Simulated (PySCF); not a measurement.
Structure problem from calculated spectra and properties.

Formula: C3H10BNSi.

* UV, first state: lowest singlet excitation: 5.64 eV (220 nm, f = 0.009) [TDDFT CAM-B3LYP/def2-SVPD]
* Rotational structure: rotational constants A, B, C: 4.160, 2.969, 1.934 GHz [PBE0-D3(BJ)/def2-SVP]
* Triplet: lowest triplet excitation (Tamm–Dancoff): 5.27 eV [TDA CAM-B3LYP/def2-SVPD]
* Valence photoelectron: vertical ionisation energy: 8.95 eV [ΔSCF CAM-B3LYP/def2-SVPD]
* UV, strongest line: among the 10 lowest singlet transitions: S6 at 7.30 eV (170 nm, f = 0.063) [TDDFT CAM-B3LYP/def2-SVPD]
* NMR, other nuclei: isotropic shieldings of nuclei other than C and H, by class: 29 (1 B), 239 (1 N), 390 (1 Si) ppm [GIAO PBE0/pcSseg-1]
* Dipole: 2.06 D [CAM-B3LYP/def2-SVPD]
* 13C NMR: chemical shifts (computed TMS as zero) by class: 51.9 (1 C), 50.7 (1 C), 38.2 (1 C) ppm [GIAO PBE0/pcSseg-1]

Electronic properties: PySCF, gas phase, density fitting. Levels stand in brackets. Geometry: PBE0-D3(BJ)/def2-SVP, one conformer, isolated molecule. Each NMR value is the plain mean over a class of atoms that symmetry, rotation or inversion makes alike.

Q: Propose a structure and show how it fits.

A: Numbering: `[BH2:1][C@H:2]1[CH2:3][CH2:4][NH:5][SiH2:6]1`. 3 carbons fall into 3 classes; from least to most shielded: ring sp3 carbon bound to nitrogen [C4] (51.9 ppm), ring sp3 carbon bound to silicon [C2] (50.7 ppm), ring CH2 carbon [C3] (38.2 ppm). The other shieldings belong to: 29 ppm, three-coordinate boron [B1]; 239 ppm, silicon-bound nitrogen [N5]; 390 ppm, SiH2 silicon [Si6]. The first electron is taken from the HOMO, whose largest Löwdin shares are 0.55 on the silicon-bound nitrogen, 0.12 on the sp3 carbon bound to nitrogen, 0.10 on the SiH2 silicon and 0.06 on a methylene hydrogen. The optimised geometry has point group C1 and is an asymmetric top. Structure: `[SiH2]1[C@@H](B)CCN1`. The assignments are read from this structure; whether some other isomer fits the data as well wasn't checked. The mirror image fits equally.
